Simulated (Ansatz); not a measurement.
A nudged elastic band was laid between two geometries of H₃OSSb (6 atoms, charge 0, multiplicity 1).

All numbers below come from RKS PBE/def2-SVP (Ansatz 0.2.0).

* movable images: 7
* climbing image: yes
* spring: 5.0 eV/Å²
* optimiser: quadratic models (default)
* start path: IDPP
* force threshold: 0.05 eV/Å
* iteration limit: 60
* end points: relaxed

Image 0:

```xyz
6
Properties=species:S:1:pos:R:3
S -0.639 -1.616 0.328
O -1.206 -0.027 0.387
Sb 0.106 1.558 0.293
H -0.548 -1.767 -1.037
H 0.900 1.045 -1.178
H 1.387 0.806 1.207
```

Image 8:

```xyz
6
Properties=species:S:1:pos:R:3
S -1.041 -1.569 0.535
O -0.874 -0.016 -0.115
Sb 1.102 0.573 -0.317
H -1.086 -2.301 -0.630
H 0.619 2.176 -0.799
H 1.281 1.137 1.326
```

Question: Which bonds break or form, and what moves?

Answer: No bond is made or broken. The height of Sb3 over the plane of its neighbours goes from -0.99 to 1.02 Å.

Question: Give the energies along the band, and the barrier.

Answer: The run converged. The highest image is number 4 of 0 to 8, 61.8 kcal/mol above the first end and 61.5 kcal/mol above the last; the last end lies 0.4 kcal/mol above the first. Neighbouring images differ by up to 1.8 eV, so the band resolves the path poorly. A vibrational analysis at the climbing image gives one clearly imaginary mode, 1297i cm⁻¹: a first-order saddle point.

| image | path coordinate (Å) | energy (kcal/mol) | height of Sb3 over the plane of its neighbours (Å) |
| --- | --- | --- | --- |
| 0 | 0.00 | 0.0 | -0.99 |
| 1 | 0.45 | 0.5 | -0.96 |
| 2 | 0.90 | 4.7 | -0.82 |
| 3 | 1.35 | 23.6 | -0.48 |
| 4 | 1.80 | 61.8 | 0.03 |
| 5 | 2.29 | 19.5 | 0.59 |
| 6 | 2.79 | 1.8 | 0.95 |
| 7 | 3.28 | 0.6 | 1.02 |
| 8 | 3.78 | 0.4 | 1.02 |

Question: What is the geometry of the highest image?

Answer: 
```xyz
6
Properties=species:S:1:pos:R:3
S -1.098 -1.737 0.448
O -1.046 -0.055 0.388
Sb 0.716 0.993 0.092
H -1.229 -2.008 -0.895
H 1.006 1.496 -1.486
H 1.651 1.311 1.453
```

Run time: 4.9 min on 1 thread of Intel(R) Xeon(R) Platinum 8259CL CPU @ 2.50GHz (Skylake/Cascade Lake), with other jobs on the host, peak memory 0.15 GiB.
